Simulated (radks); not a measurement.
Values are calculated unless marked as measured or tabulated.
Question: The table gives one normalised radial function P(r) = r R(r) (large component) of H in 4s1 (r in bohr). Code: a radial shooting solver on a logarithmic mesh with Libxc functionals. Model: Dirac Kohn-Sham, PBE, spin-unpolarised, spherical densities, point nucleus.

r	P
0.08904	0.0212
0.09959	0.0234
0.1114	0.0259
0.1246	0.0285
0.1405	0.0316
0.1571	0.0347
0.1758	0.0380
0.1982	0.0418
0.2216	0.0455
0.2479	0.0494
0.2795	0.0537
0.3126	0.0578
0.3497	0.0619
0.3911	0.0658
0.441	0.0697
0.4933	0.0730
0.5517	0.0756
0.6221	0.0775
0.6958	0.0781
0.7783	0.0773
0.8775	0.0744
0.9815	0.0696
1.098	0.0623
1.228	0.0523
1.384	0.0384
1.549	0.0224
1.732	0.0036
1.953	-0.0191
2.184	-0.0420
2.443	-0.0653
2.755	-0.0890
3.081	-0.1077
3.446	-0.1199
3.855	-0.1224
4.346	-0.1124
4.861	-0.0904
5.438	-0.0561
6.131	-0.0081
6.857	0.0433
7.67	0.0954
8.648	0.1440
9.673	0.1693
10.82	0.1671
12.1	0.1322
13.64	0.0675
15.26	-0.0099
17.07	-0.0960
19.25	-0.1894
21.53	-0.2530
24.08	-0.2769
27.15	-0.2511
30.37	-0.1782
33.96	-0.1074
37.99	-0.0549
42.83	-0.0221
47.91	-0.0080
53.59	-0.0024
60.42	-0.0006
67.58	-0.0001

Which n and l does it have? It may be an empty orbital.

Answer: n = 4, l = 0: the number of nodes gives n - l - 1 = 3, the rise at small r points to l (this Dirac orbital starts as r^gamma with gamma = sqrt((l + 1)^2 - (Z/c)^2) = 1.00; the j = 1/2 orbital of l + 1 starts with the same power, but with a smaller coefficient, and then steepens), and the extent must fit the shell. The curve is that of 4s1/2. 4s1/2: eigenvalue -0.619 eV, 3 radial nodes at r = 1.77, 6.24, 15.1 bohr, <r> = 22.6 bohr, 90 % of the charge inside 30.6 bohr.
